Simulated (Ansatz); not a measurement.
System: C4H12Nb, charge 0, multiplicity 2. The spin state was set by rule; other spins were not relaxed. SMILES: [Nb]([CH3])([CH3])([CH3])[CH3]
Geometry: optimised at B3LYP-D3(BJ)/def2-TZVP (Ansatz, a program for electronic structure).

Computed values are from Ansatz. Valence correlation only, unless marked. Open shells are spin-unrestricted. Spin-orbit coupling is left out. Frozen are the shells of the preceding noble gas and the d and f shells that filled before the atom's block. In def2 rows, elements after Kr have scalar-relativistic effective core potentials. Basis-set limits of correlation are two-point, X^-3; Hartree-Fock from the larger set. The bracket is a focal-point correction in the basis named.

```json
{
 "atomisation energy De": "6252.6 kJ/mol at RI-MP2/CBS(def2-TZVPP,def2-QZVPP)+[CCSD(T)-MP2]/def2-TZVPP",
 "total_energy": "-215.9441 Eh at RI-MP2/CBS(def2-TZVPP,def2-QZVPP)+[CCSD(T)-MP2]/def2-TZVPP",
 "dipole_moment": "0.00 D at CCSD(T)/def2-SVPD",
 "T1 diagnostic": "0.018 at CCSD/def2-TZVPP"
}
```
